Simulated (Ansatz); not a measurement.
Geometry optimisation, RKS BLYP-D4/def2-SVP in Ansatz 0.2.0.

The input (input.yaml):

```yaml
crystal:
  periodic: [false, false, false]
  atoms:
    - { symbol: O, position_ang: [-2.1642, 0.7953, -0.8711] }
    - { symbol: Al, position_ang: [-0.5213, 1.3399, -0.3955] }
    - { symbol: Si, position_ang: [1.1948, -0.2434, -0.4296] }
    - { symbol: P, position_ang: [0.7904, -1.9025, 0.9333] }
    - { symbol: H, position_ang: [-2.6275, 0.5224, -0.0579] }
    - { symbol: H, position_ang: [-0.23, 2.8589, 0.0688] }
    - { symbol: H, position_ang: [1.43, -0.7575, -1.7779] }
    - { symbol: H, position_ang: [2.5131, 0.4068, 0.0295] }
    - { symbol: H, position_ang: [-0.6269, -2.0359, 0.4536] }
    - { symbol: H, position_ang: [0.3248, -1.0352, 2.0498] }
basis:
  gaussian: { orbitals: def2-SVP }
hamiltonian:
  xc: blyp
  dispersion: d4
relax:
  f_tol: 0.015
  max_steps: 40
```

Command:

```bash
$ ansatz run input.yaml --threads 2 --pin off --max-ram 3072MiB --backend cpu --events-out ev --progress --plain --runs-dir out
```

Where does it end, and by what steps?

The run converged. The force dipped under the threshold on the way, but the program's further checks kept it going. After 12 steps the energy has fallen by 0.588 eV; H5 moved furthest, 0.97 Å.

```tsv
step	energy less start (eV)	largest force component (eV/Å)	accepted
0	0.0000	1.607	yes
1	-0.3073	1.093	yes
2	-0.3483	2.043	yes
3	-0.4548	0.695	yes
4	-0.5455	0.448	yes
5	-0.5770	0.195	yes
6	-0.5842	0.062	yes
7	-0.5860	0.084	yes
8	-0.5843	0.282	no
9	-0.5879	0.011	yes
10	-0.5882	0.038	yes
11	-0.5883	0.024	yes
12	-0.5883	0.014	yes
```

```xyz
10
Properties=species:S:1:pos:R:3
O -2.105 0.699 -0.748
Al -0.587 1.370 -0.274
Si 1.244 -0.241 -0.451
P 0.924 -2.020 1.006
H -2.954 1.171 -0.696
H -0.534 2.857 0.308
H 1.360 -0.858 -1.818
H 2.594 0.334 -0.111
H -0.464 -2.185 0.652
H 0.606 -1.179 2.136
```

Run time: 30 s on 2 threads of Arm Neoverse V1, on a shared host, peak memory 0.15 GiB.
